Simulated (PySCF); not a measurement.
## Assigning NMR signals

Geometry (Å), atoms numbered from 1 in this order:
```xyz
22

Si    2.3992   -1.2225    0.6757
C     1.7569   -0.0810   -0.7137
C     0.6078    0.7349   -0.2639
C    -0.7188    0.5945   -0.4556
C    -1.4685   -0.4527   -1.1997
Si   -2.2920   -1.7151   -0.0345
Si   -1.1715    2.1276    0.5404
C     0.7447    1.9755    0.5900
H     1.3307   -2.1261    1.1014
H     2.8488   -0.4183    1.8139
H     3.5322   -1.9929    0.1548
H     2.5698    0.5800   -1.0249
H     1.4749   -0.6888   -1.5763
H    -2.2464    0.0200   -1.8045
H    -0.7992   -0.9778   -1.8870
H    -3.1741   -1.0134    0.9003
H    -3.0838   -2.6536   -0.8373
H    -1.2748   -2.4592    0.7101
H    -1.7046    3.2873   -0.1776
H    -1.8687    1.9616    1.8161
H     1.2011    1.7745    1.5592
H     1.3260    2.7648    0.1123
```

- shieldings: GIAO PBE0/pcSseg-1
- GFN2-xTB structure
- code: PySCF
- non-relativistic Hamiltonian, gas phase, one averaged value for each set of equivalent atoms, a single conformation

Referencing at the same level of theory: TMS for ¹³C and ¹H.

Problem. Assign these signals to the numbered atoms. ¹³C{¹H} NMR (computed): δ 161.2, 141.5, 19.4, 17.8, 15.8.

Solution. 
161.2 → C3, fully substituted alkene carbon: an sp2 carbon of a C=C bond
141.5 → C4, fully substituted alkene carbon
19.4 → C8, allylic sp3 CH2 bonded to Si
17.8 → C2, allylic sp3 CH2 bonded to Si
15.8 → C5, allylic sp3 CH2 bonded to Si

C8 and C2; C2 and C5 lie closer than the usual error of such a calculation, so a measured spectrum could show them in the other order.

Problem. Assign these signals to the numbered atoms. ¹H NMR (400 MHz, computed): δ 4.82 (m, 2H), 3.97 (t, 3H), 3.86 (t, 3H), 2.06 (q, 2H), 1.82 (q, 2H), 1.75 (m, 2H).

Solution. 
| δ (ppm) | atoms | environment | reason |
| --- | --- | --- | --- |
| 4.82 | H19/H20 | hydrogen on a silicon bonded to 2 C, in a 4-membered ring | – |
| 3.97 | H9/H10/H11 | hydrogen on a silicon bonded to C | – |
| 3.86 | H16/H17/H18 | hydrogen on a silicon bonded to C | – |
| 2.06 | H12/H13 | hydrogen on an allylic sp3 CH2 bonded to Si | allylic position |
| 1.82 | H14/H15 | hydrogen on an allylic sp3 CH2 bonded to Si | – |
| 1.75 | H21/H22 | hydrogen on an allylic sp3 CH2 bonded to Si | – |

H9/H10/H11 and H16/H17/H18; H14/H15 and H21/H22 lie closer than the usual error of such a calculation, so a measured spectrum could show them in the other order.

Shifts are as computed. Against solution values, carbons near 30 ppm lie about +3 ppm off and those near 130 ppm about +5 ppm. Of 1211 compounds with measured shifts, 218 miss one by over three times the rms of a fit or turn the order of signals round; such compounds aren't used in these exercises. Multiplicities follow the n + 1 count of equivalent neighbours, as no J values were calculated; m marks all less simple cases, F and P coupling included.
